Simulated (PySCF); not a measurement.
**Working with the constants of KN**

ROHF-CCSD(T) constants of KN, ³Σ⁻ (triplet), unpaired electrons π ↑↑ (PySCF, no relativity, basis sets K aug-pcseg-1, N aug-pcseg-1; masses 38.9637 and 14.0031 u):

* ωe: 299.8 cm⁻¹
* ωexe: 2.97 cm⁻¹
* Be: 0.23894 cm⁻¹
* αe: 0.00281 cm⁻¹
* De to K + N: 0.73 eV

**Question.** What force constant and bond length do these constants imply?

**Answer.** Reduced mass μred = 10.301 u; k = 5.8918×10⁻⁷·μred·ωe² (u, cm⁻¹, mdyn/Å) = 0.545 mdyn/Å; Re = √(16.8576/(μred·Be)) (u, cm⁻¹, Å) = 2.617 Å.

**Question.** Estimate the centrifugal constant D from the Kratzer relation and find the Dunham coefficient a1.

**Answer.** D = 4Be³/ωe² = 6.07e-07 cm⁻¹; a1 = −1 − αeωe/(6Be²) = -3.46.

Correlated steps freeze 6 core orbitals. Correlated levels converge slowly with the basis: in double zeta they bind strong bonds too weakly, by up to about 1 eV, and carry superposition errors of some tenths. The CCSD T1 diagnostic is raised, a sign that a single reference may not be enough here. The state is the lowest determinant that a PBE0 search found; another state may lie lower at other levels.
